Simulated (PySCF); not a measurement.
# From computed data to an observable: chemical shift, span and skew from a shielding tensor

B(H)2(NCO) (CH2BNO), SMILES BN=C=O. Atoms are numbered in the order given.

```xyz
6

B      0.0000     0.0000     1.9469
H      0.0000     1.0524     2.5355
H      0.0000    -1.0524     2.5355
N      0.0000     0.0000     0.5406
C      0.0000     0.0000    -0.6594
O      0.0000     0.0000    -1.8292
```

Coordinates come from a B3LYP-D3(BJ)/def2-SVP optimisation.

GIAO shieldings from PBE0/pcSseg-2 in PySCF, non-relativistic, no solvent. The symmetric part of the tensor of N4 has the principal values 63.2, 170.5, 248.6 ppm. The same nucleus in NH3 has σ = 263.3 ppm at this level (PySCF, at its B3LYP-D3(BJ)/def2-TZVP geometry).

Problem. Work out the isotropic shielding, the ¹⁵N shift against NH3, the span and the skew.

Solution. 
σ(iso) = (σ11 + σ22 + σ33)/3 = 160.8 ppm. δ = σ(ref) − σ(iso) = 263.3 − (160.8) = 102.5 ppm.
Span Ω = σ33 − σ11 = 185.4 ppm. Skew κ = 3(σ(iso) − σ22)/Ω = -0.16. Tumbling in solution averages the tensor to δ; in a static solid the shielding alone would spread this spin-1/2 line over Ω.
